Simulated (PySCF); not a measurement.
TiOBr, SMILES [O]=[Ti][Br] (connectivity only; charge and spin as stated), neutral, multiplicity 2.

Coordinates come from a B3LYP-D3(BJ)/def2-TZVP optimisation. The spin state was assumed, not searched.

The numbers are results of B3LYP-D3(BJ)/def2-TZVP in PySCF, not measurements.

Frequencies are harmonic and unscaled.

| mode | ν (cm⁻¹) | IR (km/mol) | moving atoms (share of kinetic energy) |
|---|---|---|---|
| 1 | 94 | 30.9 | O 62 %, Ti 24 %, Br 14 % |
| 2 | 303 | 62.7 | Ti 59 %, Br 35 % |
| 3 | 1042 | 301.5 | O 75 %, Ti 25 % |
